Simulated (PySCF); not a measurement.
**Correlation energy of Kr (krypton, neutral)**

[Kr], closed-shell 1S. Calculation: PySCF 2.14, in pcseg-2 (6s5p3d1f, 43 functions); no relativity, point nucleus. Frozen: [Ar] 3d10; 8 electrons correlated.

MP2 pair energies summed by pair of shells (mhartree):

```tsv
pair	energy	share (%)
4p-4p	-124.28	72.8
4s-4p	-39.07	22.9
4s-4s	-7.33	4.3
```

Total MP2 correlation energy: -170.67 mhartree.

Same-spin part -42.66 and opposite-spin part -128.01 mhartree; SCS-MP2 scales them by 1/3 and 6/5 to -167.83 mhartree.

```json
{"level": "CCSD", "correlation energy (mhartree)": "-186.43"}
{"level": "(T)", "correlation energy (mhartree)": "-5.38"}
{"level": "CCSD(T)", "correlation energy (mhartree)": "-191.81"}
```

Diagnostics: T1 = 0.0018, D1 = 0.0049, largest double amplitude 0.047.

Cost of the coupled-cluster step: 0.09 s of wall time on 1 thread of Intel(R) Xeon(R) 6975P-C (shared host), for 8 correlated electrons.
